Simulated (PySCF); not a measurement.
PySCF job for 3-ethynylfuran (C6H4O), SMILES C#Cc1ccoc1, PBE-D3(BJ)/def2-SVP. Geometry optimised at PBE-D3(BJ)/def2-SVP.

```python
import numpy as np
from pyscf import gto, scf, dft, df
from pyscf.hessian import thermo

mol = gto.M(
    atom='''
    C     0.01723499   -2.99222311    0.00000000
    C     0.00471965   -1.76658982    0.00000000
    C     0.00630753   -0.34625796    0.00000000
    C     1.15736571    0.53451570    0.00000000
    C     0.65889454    1.81106505    0.00000000
    O    -0.70751505    1.79202316    0.00000000
    C    -1.09792795    0.49337385    0.00000000
    H     0.02496018   -4.07285742    0.00000000
    H     2.20845847    0.22929237    0.00000000
    H     1.12219174    2.80263731    0.00000000
    H    -2.17505687    0.30144014    0.00000000
    ''',
    basis='def2-SVP',
    charge=0,
    spin=0,
    max_memory=1600,
    verbose=3,
)
mf = dft.RKS(mol, xc='pbe').density_fit(auxbasis='def2-universal-jkfit')
mf.disp = 'd3bj'
mf.grids.level = 3
mf.conv_tol = 1e-11
mf.max_cycle = 100
mf.kernel()

# [left out here: the lines that compute and print the analytic Hessian (its translational invariance restored by hand, since the grid's response is missing), thermochemistry and intensities]
```

Log of the run:

```
converged SCF energy = -305.589832019218

WARN: DFTD3 does not support analytical Hessian, using finite difference


WARN: Mole.unit (angstrom) is changed to Bohr

Mode                                 0                   1                   2
Irrep
Freq [cm^-1]                      160.7442            169.1646            457.7550
Reduced mass [au]                   3.9676              4.7006              5.4118
Force const [Dyne/A]                0.0604              0.0793              0.6681
Char temp [K]                     231.2751            243.3902            658.6076
Normal mode                   x     y     z       x     y     z       x     y     z
       0   C                 0.16  0.00 -0.00   -0.00 -0.00 -0.14   -0.00 -0.00  0.06
       1   C                -0.07 -0.00  0.00    0.00  0.00  0.08    0.00 -0.00 -0.21
       2   C                -0.11 -0.00  0.00    0.00 -0.00  0.15   -0.00  0.00  0.03
       3   C                -0.05 -0.08  0.00    0.00  0.00  0.07   -0.00  0.00  0.10
       4   C                 0.04 -0.05 -0.00   -0.00  0.00 -0.09    0.00  0.00 -0.05
       5   O                 0.04  0.05 -0.00   -0.00 -0.00 -0.08    0.00 -0.00 -0.04
       6   C                -0.05  0.07  0.00    0.00 -0.00  0.07   -0.00 -0.00  0.10
       7   H                 0.33  0.00 -0.00   -0.00 -0.00 -0.30    0.00 -0.00  0.23
       8   H                -0.07 -0.16  0.00    0.00  0.00  0.09   -0.00 -0.00  0.13
       9   H                 0.11 -0.08 -0.00   -0.00  0.00 -0.20   -0.00  0.00 -0.16
      10   H                -0.07  0.15  0.00    0.00 -0.00  0.07   -0.00  0.00  0.12
Mode                                 3                   4                   5
Irrep
Freq [cm^-1]                      510.8754            563.3337            598.2624
Reduced mass [au]                   5.8713              7.0143              1.3052
Force const [Dyne/A]                0.9029              1.3115              0.2752
[...]
       6   C                -0.00 -0.00 -0.11   -0.00  0.00  0.02   -0.00  0.00 -0.00
       7   H                 0.00  0.00  0.00   -0.00 -0.00 -0.18   -0.88 -0.01 -0.00
       8   H                 0.00 -0.00  0.03    0.00  0.00  0.28   -0.00 -0.00 -0.00
       9   H                 0.00 -0.00 -0.38   -0.00  0.00 -0.14    0.00 -0.00  0.00
      10   H                -0.00 -0.00 -0.26   -0.00  0.00  0.53   -0.00  0.00 -0.00
Mode                                 9                  10                  11
Irrep
Freq [cm^-1]                      711.6908            770.6474            840.6428
Reduced mass [au]                   1.3662              1.6142              1.3541
Force const [Dyne/A]                0.4077              0.5648              0.5638
Char temp [K]                    1023.9646           1108.7901           1209.4978
Normal mode                   x     y     z       x     y     z       x     y     z
       0   C                 0.00 -0.00  0.00    0.00  0.00  0.00    0.00  0.00  0.00
       1   C                 0.00 -0.00 -0.01    0.00  0.00 -0.04   -0.00  0.00 -0.01
       2   C                -0.00 -0.00  0.04   -0.00 -0.00  0.11    0.00 -0.00  0.04
       3   C                -0.00  0.00  0.02   -0.00 -0.00 -0.03   -0.00  0.00 -0.13
       4   C                -0.00  0.00  0.12    0.00 -0.00 -0.05    0.00  0.00  0.07
       5   O                 0.00  0.00 -0.02   -0.00  0.00  0.03    0.00 -0.00  0.01
       6   C                 0.00  0.00 -0.08    0.00 -0.00 -0.13    0.00 -0.00 -0.01
       7   H                -0.00 -0.00  0.02   -0.00  0.00  0.04   -0.00  0.00  0.01
       8   H                -0.00  0.00 -0.47   -0.00 -0.00  0.13   -0.00 -0.00  0.74
       9   H                 0.00  0.00 -0.60    0.00 -0.00  0.41    0.00  0.00 -0.40
      10   H                -0.00  0.00  0.36    0.00  0.00  0.63    0.00 -0.00  0.00
Mode                                12                  13                  14
Irrep
Freq [cm^-1]                      866.8323            961.8010           1019.4055
Reduced mass [au]                   5.4715              3.2640              1.6476
Force const [Dyne/A]                2.4223              1.7790              1.0088
Char temp [K]                    1247.1787           1383.8175           1466.6975
Normal mode                   x     y     z       x     y     z       x     y     z
       0   C                -0.00  0.00  0.00   -0.00 -0.05  0.00    0.00 -0.04  0.00
       1   C                 0.01  0.00 -0.00    0.01 -0.03 -0.00   -0.00 -0.02 -0.00
       2   C                 0.06 -0.00 -0.00   -0.02  0.06  0.00    0.00  0.05  0.00
       3   C                 0.05 -0.08 -0.00    0.17  0.02 -0.00    0.09 -0.02 -0.00
       4   C                -0.06 -0.12  0.00   -0.02 -0.06  0.00    0.09  0.06  0.00
       5   O                -0.11  0.13 -0.00    0.01 -0.02  0.00   -0.09  0.02 -0.00
       6   C                 0.06  0.04  0.00   -0.14  0.03 -0.00   -0.04 -0.01 -0.00
       7   H                 0.01  0.00 -0.00   -0.01 -0.05 -0.00    0.00 -0.04 -0.00
       8   H                 0.10  0.09  0.00    0.25  0.25  0.00   -0.10 -0.68  0.00
       9   H                 0.13 -0.21  0.00   -0.17  0.01 -0.00   -0.15  0.18  0.00
      10   H                 0.10 -0.18  0.00   -0.18  0.23  0.00   -0.00 -0.22  0.00
Mode                                15                  16                  17
Irrep
Freq [cm^-1]                     1079.9731           1190.2901           1202.2172
Reduced mass [au]                   1.8190              4.6890              1.3001
Force const [Dyne/A]                1.2500              3.9141              1.1071
Char temp [K]                    1553.8409           1712.5625           1729.7229
Normal mode                   x     y     z       x     y     z       x     y     z
       0   C                 0.00  0.00  0.00   -0.00  0.01  0.00   -0.00 -0.01 -0.00
       1   C                -0.00  0.00 -0.00    0.02  0.01 -0.00    0.01 -0.00  0.00
       2   C                -0.04  0.00 -0.00   -0.08 -0.03 -0.00   -0.08  0.01  0.00
       3   C                -0.00  0.05 -0.00    0.00 -0.03 -0.00   -0.01 -0.03  0.00
       4   C                 0.12  0.03  0.00    0.13  0.01  0.00   -0.02 -0.02 -0.00
       5   O                -0.02  0.04 -0.00   -0.11 -0.09 -0.00    0.09  0.04  0.00
       6   C                -0.09 -0.11  0.00    0.07  0.12  0.00   -0.00  0.01 -0.00
       7   H                -0.00  0.00 -0.00   -0.01  0.01 -0.00   -0.01 -0.01  0.00
       8   H                 0.06  0.27 -0.00    0.11  0.33 -0.00    0.05  0.18  0.00
       9   H                 0.52 -0.16  0.00   -0.08  0.11  0.00   -0.46  0.19 -0.00
      10   H                -0.06 -0.36  0.00    0.10 -0.03  0.00    0.12 -0.68  0.00
Mode                                18                  19                  20
Irrep
Freq [cm^-1]                     1259.8385           1355.6886           1501.0359
Reduced mass [au]                   3.2215              4.8358              4.5395
Force const [Dyne/A]                3.0126              5.2365              6.0261
Char temp [K]                    1812.6271           1950.5340           2159.6564
Normal mode                   x     y     z       x     y     z       x     y     z
       0   C                -0.00  0.07  0.00    0.00 -0.02 -0.00    0.00  0.03  0.00
       1   C                 0.00  0.02 -0.00   -0.02 -0.00  0.00    0.00  0.00 -0.00
       2   C                -0.03 -0.16 -0.00    0.17  0.06  0.00    0.03 -0.10 -0.00
       3   C                 0.04 -0.04  0.00   -0.10 -0.11  0.00    0.06 -0.11 -0.00
       4   C                 0.04  0.04  0.00    0.08  0.02 -0.00   -0.09  0.15  0.00
       5   O                -0.02  0.09  0.00   -0.01  0.01 -0.00    0.02 -0.03  0.00
       6   C                -0.00 -0.11  0.00   -0.09  0.01 -0.00   -0.06  0.09 -0.00
       7   H                -0.00  0.08 -0.00    0.02 -0.02  0.00   -0.00  0.04 -0.00
       8   H                 0.09  0.10  0.00   -0.01  0.23 -0.00    0.11 -0.02  0.00
       9   H                -0.29  0.21  0.00   -0.20  0.15 -0.00    0.30 -0.01  0.00
      10   H                -0.08  0.30 -0.00   -0.11  0.04  0.00   -0.02 -0.21  0.00
Mode                                21                  22                  23
Irrep
Freq [cm^-1]                     1567.6672           2161.9282           3199.1315
Reduced mass [au]                   6.1321              6.3166              1.0907
Force const [Dyne/A]                8.8791             17.3946              6.5766
Char temp [K]                    2255.5240           3110.5334           4602.8380
Normal mode                   x     y     z       x     y     z       x     y     z
       0   C                 0.00  0.04  0.00   -0.00  0.15 -0.00    0.00 -0.00 -0.00
       1   C                -0.01 -0.00 -0.00    0.00 -0.22  0.00   -0.00  0.00  0.00
       2   C                 0.08 -0.15 -0.00   -0.00  0.05  0.00    0.00  0.00  0.00
       3   C                -0.02  0.13  0.00   -0.00  0.00 -0.00   -0.07  0.02  0.00
       4   C                 0.04 -0.09  0.00    0.00 -0.00 -0.00    0.02  0.04 -0.00
       5   O                 0.00 -0.00  0.00   -0.00 -0.00 -0.00    0.00  0.00 -0.00
       6   C                -0.08  0.10 -0.00    0.00  0.00  0.00    0.00 -0.00  0.00
       7   H                 0.01  0.05 -0.00   -0.00  0.29  0.00    0.00 -0.00  0.00
       8   H                -0.12 -0.15 -0.00   -0.00  0.00  0.00    0.75 -0.22  0.00
       9   H                -0.11 -0.05  0.00   -0.00 -0.00 -0.00   -0.23 -0.50 -0.00
      10   H                -0.06 -0.18  0.00    0.00  0.00  0.00   -0.05 -0.01  0.00
Mode                                24                  25                  26
Irrep
Freq [cm^-1]                     3217.4263           3222.2718           3409.1997
Reduced mass [au]                   1.0997              1.1089              1.1553
Force const [Dyne/A]                6.7075              6.7836              7.9116
Char temp [K]                    4629.1601           4636.1317           4905.0794
Normal mode                   x     y     z       x     y     z       x     y     z
       0   C                 0.00  0.00  0.00   -0.00  0.00 -0.00    0.00 -0.10 -0.00
       1   C                -0.00 -0.00 -0.00    0.00 -0.00  0.00   -0.00  0.03  0.00
       2   C                 0.01 -0.00 -0.00   -0.00  0.00  0.00   -0.00 -0.00  0.00
       3   C                -0.03  0.01  0.00   -0.04  0.02  0.00   -0.00 -0.00 -0.00
       4   C                -0.01 -0.03 -0.00   -0.02 -0.06 -0.00   -0.00  0.00 -0.00
       5   O                 0.00  0.00  0.00    0.00 -0.00 -0.00    0.00  0.00 -0.00
       6   C                -0.07 -0.01 -0.00    0.05  0.01  0.00    0.00 -0.00  0.00
       7   H                 0.00  0.00 -0.00   -0.00 -0.00  0.00   -0.01  0.92  0.00
       8   H                 0.31 -0.09 -0.00    0.42 -0.13  0.00    0.00 -0.00 -0.00
       9   H                 0.16  0.35 -0.00    0.28  0.61 -0.00   -0.00 -0.00 -0.00
      10   H                 0.79  0.14  0.00   -0.49 -0.09 -0.00   -0.00  0.00 -0.00
temperature 298.1500 [K]
pressure 101325.00 [Pa]
Rotational constants [GHz] 9.23957 1.88287 1.56413
Symmetry number 1
Zero-point energy (ZPE) 0.07725 [Eh]   202813.192 [J/mol]
                           tot       elec      trans        rot        vib
Entropy [J/mol/K]       318.668      0.000    165.153    112.428     41.086
Cv [J/mol/K]             91.535      0.000     12.472     12.472     66.592
Cp [J/mol/K]             99.850      0.000     20.786     12.472     66.592
Internal energy [J/mol]                      3718.434   3718.434 210605.332
Internal energy [Eh]   -305.50678  -305.58983
Enthalpy [J/mol]                             6197.391   3718.434 210605.332
Enthalpy [Eh]          -305.50584
Gibbs free energy [J/mol]                  -43043.068 -29802.052 198355.528
Gibbs free energy [Eh] -305.54203
mode   freq/cm-1   IR/(km/mol)
   1      160.74         1.061
   2      169.16         1.853
   3      457.76         1.462
   4      510.88         3.903
   5      563.33         0.898
   6      598.26        42.408
   7      607.72        12.148
   8      639.32         3.003
   9      662.86        33.567
  10      711.69        11.832
  11      770.65        42.811
  12      840.64         3.177
  13      866.83        24.009
  14      961.80        12.968
  15     1019.41         8.511
  16     1079.97        17.782
  17     1190.29        21.242
  18     1202.22         8.331
  19     1259.84        16.741
  20     1355.69         5.073
  21     1501.04        11.333
  22     1567.67         0.154
  23     2161.93        12.048
  24     3199.13         0.953
  25     3217.43         1.424
  26     3222.27         0.090
  27     3409.20        94.568
max |gradient| / (hartree/bohr): 4.822684539885911e-05
APT charges: [-0.3537  0.0938  0.0298 -0.0613  0.0986 -0.4765  0.1874  0.2134  0.087
  0.0881  0.0934]
```

The calculation finished and met its thresholds.

Cost: about 2.0 core-minutes (a rough figure).
